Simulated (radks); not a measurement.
Fractional charge and spin in the 3p shell of calcium: the spin-up occupation runs from 2 to 3 and the spin-down occupation from 2 to 3; the fullest corner is Ca, [Ne] 3s2 4s2 3p(up 3, down 3). Calculated with a radial shooting solver on a logarithmic mesh with Libxc functionals: scalar-relativistic Kohn-Sham, BLYP, spin-polarised, spherical densities, finite nucleus; Fermi nuclear charge, rms radius of each element as measured or else 0.836 A^(1/3) + 0.57 fm. Energy (eV) minus the two flat planes that join the four corners (they meet along the diagonal where the two added fractions sum to one electron); zero is where a piecewise linear energy would lie.

\begin{tabular}{lrrrrr}
down \ up & 2 & 2.25 & 2.5 & 2.75 & 3 \\ \hline
2 & 0.000 & -1.401 & -1.855 & -1.382 & 0.000 \\
2.25 & -1.401 & -1.768 & -1.212 & 0.247 & -1.237 \\
2.5 & -1.855 & -1.212 & 0.329 & -1.077 & -1.631 \\
2.75 & -1.382 & 0.247 & -1.077 & -1.553 & -1.208 \\
3 & 0.000 & -1.237 & -1.631 & -1.208 & 0.000 \\
\end{tabular}

Corners above the fullest one (they belong to Ca+ and the next ion): (up 3, down 2) 34.108 eV, (up 2, down 3) 34.108 eV, (up 2, down 2) 83.510 eV. With half an added electron in each spin the energy lies 0.329 eV from the planes, and with half an added electron in spin up alone -1.855 eV. The planes are only a guide here: the flat-plane condition holds for ground states with one frontier orbital, while this shell lies below other occupied shells, so the corners above the fullest one are inner-hole states and not the ground states of those ions.
